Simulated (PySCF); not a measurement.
**Property card for `N#CC[SiH]1C[SiH2]C1`**

Species: C4H9NSi2.
Geometry (PBE0-D3(BJ)/def2-SVP, Å), atoms numbered from 1 in this order:
```
atom  x, y, z in Å
N1     3.5916   -0.0721   -1.1260
C2     2.6766   -0.5505   -0.6003
C3     1.5044   -1.0830    0.0598
Si4    0.3855    0.3044    0.7442
C5    -0.3019    1.3530   -0.6752
Si6   -1.8590    0.2576   -0.5978
C7    -1.3378   -0.3945    1.1190
H8     0.9209   -1.6871   -0.6551
H9     1.8065   -1.7504    0.8836
H10    1.1139    1.0023    1.8461
H11    0.2749    1.4033   -1.6099
H12   -0.5196    2.3833   -0.3474
H13   -3.1774    0.9585   -0.6661
H14   -1.8256   -0.8268   -1.6274
H15   -1.4480   -1.4651    1.3430
H16   -1.8317    0.1786    1.9220
```

Some functional groups and rings: nitrile, Si–H bond and C–Si bond.

From PBE0-D3(BJ)/def2-SVP geometry optimisation, gas phase (PySCF):

| Item | Value |
| --- | --- |
| Point group | C1 |
| Rotational constants A, B, C | 3.776, 1.028, 0.946 GHz |

**B3LYP/def2-SVPD ground state, ΔSCF and vertical TDDFT (core frozen in the response) (PySCF)**

| Property | Result |
| --- | --- |
| Dipole moment | 4.31 D |
| HOMO energy | -7.89 eV |
| LUMO energy | -0.39 eV |
| HOMO–LUMO gap | 7.50 eV |
| Lowest singlet excitation | 6.42 eV (193 nm, f = 0.001) |
| Strongest line among the 10 lowest singlet transitions | S8 at 7.49 eV (166 nm, f = 0.072) |
| Lowest triplet excitation (Tamm–Dancoff) | 6.14 eV |
| Static isotropic polarisability | 101.6 au |
| Vertical ionisation energy | 9.78 eV |
| Electronic spatial extent ⟨r²⟩ about the centre of nuclear charge | 1287 bohr² |

From PBE0/pcSseg-1 ground state and GIAO shieldings, non-relativistic (PySCF):

| Quantity | Value |
| --- | --- |
| Lowest Hirshfeld atomic charge | -0.25 e on C5/C7 |
| Highest Hirshfeld atomic charge | +0.38 e on Si4 |
| 13C chemical shifts (computed TMS as zero) by class | 121.4 (C2), 3.0 (C3), -4.0 (C5/C7) ppm |
| 1H chemical shifts (computed TMS as zero) by class | 5.25 (H10), 5.00 (H13), 4.82 (H14), 1.70 (H8/H9), 0.64 (H12/H16), 0.41 (H11/H15) ppm |
| Isotropic shieldings of nuclei other than C and H, by class | -37 (N1), 355 (Si4), 383 (Si6) ppm |
| Mayer bond orders between heavy atoms | N1–C2 3.03, C2–C3 1.03, C3–Si4 0.84, Si4–C5 0.93, C5–Si6 0.91, Si6–C7 0.90, C7–Si4 0.92 |

delta-SCF UKS SCAN, pcX-2 on the ionised atom, pcseg-1 elsewhere, spin-free X2C; 2p3/2 from a spin–orbit splitting computed afterwards within the 2p shell (PySCF):

| Property | Result |
| --- | --- |
| Core binding energies | Si2p3/2 106.8 (Si6), Si2p3/2 106.8 (Si4), C1s 289.8 (C5/C7), C1s 291.7 (C3), C1s 292.1 (C2), N1s 404.7 (N1), Si1s 1846.6 (Si6), Si1s 1846.7 (Si4) eV |

Monoisotopic mass from the formula: 127.0274 u.

The dipole matches unit charges of opposite sign 0.90 Å apart (1 e·Å = 4.8032 D). The ΔSCF ionisation energy exceeds −ε(HOMO) by 1.89 eV with B3LYP. S1 lies 1.08 eV below the HOMO–LUMO gap; its leading configuration is HOMO→LUMO, weight 0.98. With B = h/(8π²I), that is 505.379 GHz u Å² over I, the principal moments of inertia are 133.8, 491.4 and 534.1 u Å² (most abundant isotopes). The polarisability is 15.06 Å³ as a volume (1 au = 0.148185 Å³), or 1.49 au for each of the 68 electrons. The largest Löwdin shares of the HOMO are 0.18 on C7, 0.18 on C5, 0.15 on Si6 and 0.15 on Si4. A dipole of 4.31 D is allowed in C1, and pure rotational transitions are dipole-allowed. The rotational constants make it an asymmetric top with κ = (2B − A − C)/(A − C) = -0.94, nearer the prolate limit (−1).

 NMR classes are plain means over equivalent atoms (diastereotopic ones count apart unless rotation or inversion swaps them), as if these changed places fast; in this geometry the members of some classes differ.

For the core-ionisation job (SCAN ΔSCF), hardware: one thread, Intel Xeon at 2.70 GHz (x86_64), shared host. Cost: 3.1 min wall, 0.69 GiB resident at most.

One conformer stands for the species.
